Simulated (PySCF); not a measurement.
## Correlation energy of Cl (chlorine, neutral)

[Ne] 3s2 3p5, 2P determinant. Calculation: PySCF 2.14, in aug-cc-pVDZ-DK; the spin-free X2C one-electron Hamiltonian (Gaussian nucleus). Frozen: [Ne]; 7 electrons correlated.

MP2 pair energies summed by pair of shells (mhartree):

```json
{"pair": "3p-3p", "energy": "-80.07", "share (%)": "67.0"}
{"pair": "3s-3p", "energy": "-32.25", "share (%)": "27.0"}
{"pair": "3s-3s", "energy": "-7.11", "share (%)": "6.0"}
```

Total MP2 correlation energy: -119.42 mhartree.

Same-spin part -30.11 and opposite-spin part -89.31 mhartree; SCS-MP2 scales them by 1/3 and 6/5 to -117.21 mhartree.

```tsv
level	correlation energy (mhartree)
CCSD	-137.14
(T)	-2.29
CCSD(T)	-139.43
```

Diagnostics: T1 = 0.0067, D1 = 0.0207, largest double amplitude 0.042.

Cost of the coupled-cluster step: 0.3 s of wall time on 1 thread of Neoverse-N1 (shared host), for 7 correlated electrons.
